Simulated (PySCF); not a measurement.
PySCF input file for Cr(O)2(OH)2 (CrH₂O₄), SMILES [O]=[Cr](=[O])([OH])[OH], multiplicity 1, B3LYP/pcSseg-1. Geometry: B3LYP-D3(BJ)/def2-SVP. The geometry has at least one imaginary mode, so it is a saddle point at that level. The multiplicity is an assumed one; other spin states were not compared. The values are those of a single conformer.

```python
import numpy as np
from pyscf import gto, scf, dft
from pyscf.prop.nmr import rks as nmr

mol = gto.M(
    atom='''
    Cr    0.00000000    0.00000000    0.04822755
    O     0.00000001    1.24780034    0.96873364
    O     0.00000001   -1.24780031    0.96873370
    O    -1.40433927   -0.00000002   -0.96436609
    H    -2.30776947   -0.00000001   -0.61367114
    O     1.40433926   -0.00000002   -0.96436611
    H     2.30776946   -0.00000001   -0.61367117
    ''',
    basis='pcSseg-1',
    charge=0,
    spin=0,
    max_memory=1600,
    verbose=3,
)
mf = dft.RKS(mol, xc='b3lyp')
mf.grids.level = 3
mf.conv_tol = 1e-10
mf.max_cycle = 100
mf.kernel()
n = nmr.NMR(mf)
n.verbose = 2
n.max_cycle_cphf = 60
sigma = n.kernel()
print('atom   isotropic/ppm   span/ppm')
for i, s in enumerate(sigma):
    w = np.linalg.eigvalsh((s + s.T) / 2)
    print(f'{mol.atom_symbol(i):2s}{i + 1:3d} {w.mean():14.3f} {w[2] - w[0]:11.3f}')
```

Log of the run:

```
converged SCF energy = -1346.51896875109
atom   isotropic/ppm   span/ppm
Cr  1      -2873.807     566.661
O   2      -1081.864    1511.432
O   3      -1081.865    1511.433
O   4        -12.180     324.912
H   5         24.195      13.899
O   6        -12.180     324.912
H   7         24.195      13.899
```

Self-consistency was reached.

Cost: very roughly 15 core-seconds.
